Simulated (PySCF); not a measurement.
C4H9O2, charge +1, singlet, at a GFN2-xTB geometry. Base run: PBE0/3-21G (PySCF).

The PySCF input:
```python
from pyscf import gto, scf, dft

mol = gto.M(
    atom='''
C     1.33725168    0.06656417   -0.44632930
C     0.74388758   -1.18028188    0.20726565
O    -0.36206640   -0.80065599    1.09365955
C    -1.36293544   -0.01520123    0.36272443
C    -0.69648336    1.19122689   -0.29626356
O     0.34124733    0.76976439   -1.14428956
H     2.09036655   -0.21854948   -1.18243169
H     1.80952077    0.70914008    0.31370797
H     1.47288917   -1.72433803    0.80850751
H     0.31250458   -1.84571437   -0.54378494
H     0.00257401   -0.23714095    1.81212863
H    -1.78215035   -0.68736273   -0.38922402
H    -2.13707398    0.27198446    1.07488037
H    -0.31701144    1.88511998    0.47062106
H    -1.41538955    1.72014615   -0.92374809
''',
    basis='3-21g',
    charge=1,
    verbose=3,
)

mf = dft.RKS(mol)
mf.xc = 'pbe0'
mf.kernel()
```

The base run was repeated with changes; each row names its change, and settings that it needs were set with it.

| change | ΔE vs base (mEh) | fitting functions |
|---|---|---|
| base | 0.000 | - |
| auxbasis = cc-pvdz-jkfit | -0.219 | 627 |
| only_dfj = on; auxbasis = def2-universal-jfit | -0.682 | 393 |
| auxbasis = even-tempered beta=2.0 | (withheld) | (withheld) |
| auxbasis = def2-universal-jfit | 0.082 | 393 |
| auxbasis = cc-pvqz-jkfit | -0.048 | 1095 |
| auxbasis = even-tempered beta=3.0 | (withheld) | (withheld) |
| exchange = seminumerical (SGX) (with mf = sgx.sgx_fit(mf, auxbasis='def2-universal-jfit'); with mf.with_df.dfj = True) | -0.683 | 393 |
| auxbasis = autoaux | (withheld) | (withheld) |
| auxbasis = cc-pvtz-ri | -0.207 | 756 |

Question: Complete the blanks.

Answer: 
- auxbasis = even-tempered beta=2.0, ΔE vs base (mEh): -6.798
- auxbasis = even-tempered beta=2.0, fitting functions: 399
- auxbasis = even-tempered beta=3.0, ΔE vs base (mEh): -11.168
- auxbasis = even-tempered beta=3.0, fitting functions: 258
- auxbasis = autoaux, ΔE vs base (mEh): -6.541
- auxbasis = autoaux, fitting functions: 511

A fitting set is made for a task (jfit for Coulomb, jkfit for Coulomb and exchange, ri for correlation) and for a family of orbital bases.
